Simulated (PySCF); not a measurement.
Electron correlation in B⁺ (boron, charge +1)

[He] 2s2, closed-shell 1S. All numbers are calculated (PySCF 2.14, the spin-free X2C one-electron Hamiltonian (Gaussian nucleus), in x2c-TZVPall). Frozen: 1s2; 2 electrons correlated.

Total MP2 correlation energy: -35.44 mhartree.

Same-spin part 0.00 and opposite-spin part -35.44 mhartree; SCS-MP2 scales them by 1/3 and 6/5 to -42.53 mhartree.

With two correlated electrons CCSD is exact within the correlated space (frozen core and kept virtual orbitals).

```tsv
level	correlation energy (mhartree)
CCSD	-59.44
```

Diagnostics: T1 = 0.012, D1 = 0.0167, largest double amplitude 0.150.

A double-excitation amplitude exceeds 0.15, a sign of near-degeneracy.

Cost of the coupled-cluster step: 0.06 s of wall time on 1 thread of Neoverse-V2 (shared host), for 2 correlated electrons.

Iterations:

```
CC2 = 0
CCSD nocc = 1, nmo = 30
frozen orbitals [0]
max_cycle = 100
direct = 0
conv_tol = 1e-08
conv_tol_normt = 1e-06
diis_space = 8
diis_start_cycle = 0
Init t2, MP2 energy = -24.2791004949144  E_corr(MP2) -0.0354427254556784
Init E_corr(CCSD) = -0.035442725456526
cycle = 1  E_corr(CCSD) = -0.0470879663277936  dE = -0.0116452409  norm(t1,t2) = 0.0645279
cycle = 2  E_corr(CCSD) = -0.0528253074809028  dE = -0.00573734115  norm(t1,t2) = 0.0350503
cycle = 3  E_corr(CCSD) = -0.0595644647950885  dE = -0.00673915731  norm(t1,t2) = 0.0192319
cycle = 4  E_corr(CCSD) = -0.0593996708196777  dE = 0.000164793975  norm(t1,t2) = 0.000463197
cycle = 5  E_corr(CCSD) = -0.0594763418606454  dE = -7.6671041e-05  norm(t1,t2) = 0.000153236
cycle = 6  E_corr(CCSD) = -0.0594476495675561  dE = 2.86922931e-05  norm(t1,t2) = 9.17822e-05
cycle = 7  E_corr(CCSD) = -0.0594440212535491  dE = 3.62831401e-06  norm(t1,t2) = 1.05337e-05
cycle = 8  E_corr(CCSD) = -0.0594440178625446  dE = 3.39100452e-09  norm(t1,t2) = 3.35147e-07
CCSD converged
E(CCSD) = -24.30310178732125  E_corr = -0.05944401786254457
```
